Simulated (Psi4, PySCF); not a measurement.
Approach curve of the dimer HCl3Ge ··· HCl (SMILES [Cl][GeH]([Cl])[Cl] and Cl). Monomers: optimised at B3LYP-D3(BJ) (def2-TZVP), held rigid. Orientation: lowest of the rigid-body minima from ten starts at GFN2-xTB. Only R, the distance of the centres of mass, is varied, so the lowest point isn't the relaxed dimer. The table gives interaction energies.

| R / Å | A | B | C |
|---|---|---|---|
| 3.07 | 11.36 | 12.45 | 13.03 |
| 3.33 | 4.45 | 2.58 | 4.93 |
| 3.50 | 2.12 | -0.53 | 2.18 |
| 3.69 | 0.67 | -2.17 | 0.49 |
| 3.93 | -0.16 | -2.73 | -0.48 |
| 4.22 | -0.46 | -2.42 | -0.80 |
| 4.52 | -0.46 | -1.81 | -0.77 |
| 5.02 | -0.31 | -0.99 | -0.55 |
| 5.72 | -0.15 | -0.44 | -0.31 |
| 6.68 | -0.07 | -0.20 | -0.15 |
| 8.01 | -0.03 | -0.10 | -0.07 |

Energies in kcal/mol.

Problem. Match the curves with the methods PBE0/def2-TZVP, counterpoise-corrected (Psi4); restricted MP2 (frozen core)/3-21G, no counterpoise correction (PySCF); Psi4 1.11 with SAPT0/jun-cc-pVDZ, frozen core.

Solution. A is PBE0/def2-TZVP; B is RMP2/3-21G; C is SAPT0/jun-cc-pVDZ.
